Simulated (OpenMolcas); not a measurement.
Consider [Cu2(μ-Cl)2(NH3)4]2+, a planar model complex in vacuum (2 bridging Cl, bridge angle 94°, metal-metal distance 3.46 Å, Cu–Cl 2.36 Å; typed geometry, not optimised).

```xyz
20

Cu    -1.7289     0.0000     0.0000
Cu     1.7289     0.0000     0.0000
Cl     0.0000     1.6122     0.0000
Cl     0.0000    -1.6122     0.0000
N     -3.1644     1.4354     0.0000
H     -3.4462     1.7172     0.9389
H     -2.8712     2.2922    -0.4695
H     -4.0211     1.1423    -0.4694
N     -3.1644    -1.4354     0.0000
H     -3.4462    -1.7172     0.9389
H     -4.0211    -1.1423    -0.4695
H     -2.8712    -2.2922    -0.4694
N      3.1644     1.4354     0.0000
H      3.4462     1.7172     0.9389
H      4.0211     1.1423    -0.4695
H      2.8712     2.2922    -0.4694
N      3.1644    -1.4354     0.0000
H      3.4462    -1.7172     0.9389
H      2.8712    -2.2922    -0.4695
H      4.0211    -1.1423    -0.4694
```

Problem. Give the energies of the total-spin states at CASSCF(2,2) on the singly occupied d orbitals (ANO-RCC-VDZP on Cu, Cl, N and ANO-RCC-VDZ on H, scalar-relativistic DKH2, RICD, no spin-orbit coupling, OpenMolcas), and the exchange constant.

Solution. Local spins 1/2 and 1/2.

| total S | E (cm⁻¹) | natural occupations, lowest and highest |
|---|---|---|
| 1 | 0.0 | 1.000, 1.000 |
| 0 | 17.6 | 0.988, 1.012 |

J = 8.8 cm⁻¹ (ferromagnetic).

J is defined by H = −2J S1·S2, so negative values are antiferromagnetic. Wave-function values come from the highest and lowest total spin; broken-symmetry values use Yamaguchi's formula with the computed ⟨S²⟩. The active space holds the singly occupied metal orbitals alone, without bridging-ligand orbitals. No row is a measured value.
